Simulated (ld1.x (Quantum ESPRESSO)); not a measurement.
# Configuration tests for C (TM)

- Element: C
- Generator: ld1.x (Quantum ESPRESSO) 7.5
- Type: norm-conserving Troullier–Martins (Kleinman–Bylander form)
- Functional: PBE
- Relativity: scalar-relativistic
- Frozen core: [He]
- Valence charge: 4
- Reference configuration: 2s2 2p2
- Partial waves: 2p (bound): rc 2.00 bohr; 2s (bound): rc 0.95 bohr
- Local potential: the s channel
- Core correction: a·sin(br)/r model core, default radius (core density twice the valence density)

Energies are relative to the spin-unpolarised reference configuration 2s2 2p2; without spin polarisation the order of configurations can differ from experiment.

```csv
valence configuration,charge,ΔE all-electron (eV),error AE − PS (meV)
2s2 2p1,+1,10.862,+25
2s2 2p0,+2,35.018,+268
2s2 2p1.5,+0.5,3.963,+3.2
2s1 2p3,0,8.478,-1.2
2s2 2p2.3,-0.3,-1.158,+0.3
2s0 2p4,0,16.975,-4.5
```

Task: What are ΔE and the potential's error for 2s1 2p0?

Result: ΔE = 83.212 eV all-electron; the error (AE − PS) is +565 meV.

Levels in the configuration 2s1 2p0:

```csv
level,all-electron (eV),pseudo (eV)
2s,-56.106,-55.743
```
